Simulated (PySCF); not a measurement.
**Ionisation energy of Os²⁺ by level of theory**

Os²⁺ [Xe] 4f14 5d6 (5D) → Os³⁺ [Xe] 4f14 5d5 (6S), as a difference of total energies. Computed with PySCF 2.14 in ANO-RCC-VTZP, with the spin-free X2C one-electron Hamiltonian (Gaussian nucleus). The calculations carry no spin-orbit coupling.

Task: Order these methods by the ionisation energy they give, lowest first.
A. UHF
B. B97-3
C. revPBE
D. M06-L

Result: A (24.937 eV), D (26.387 eV), C (26.923 eV), B (26.957 eV).

The reference lies between the lowest fine-structure levels, while these numbers refer to the centres of the terms.

For comparison: 25 ± 1.6 eV (theoretical estimate listed by NIST; NIST Atomic Spectra Database, ionization energies).
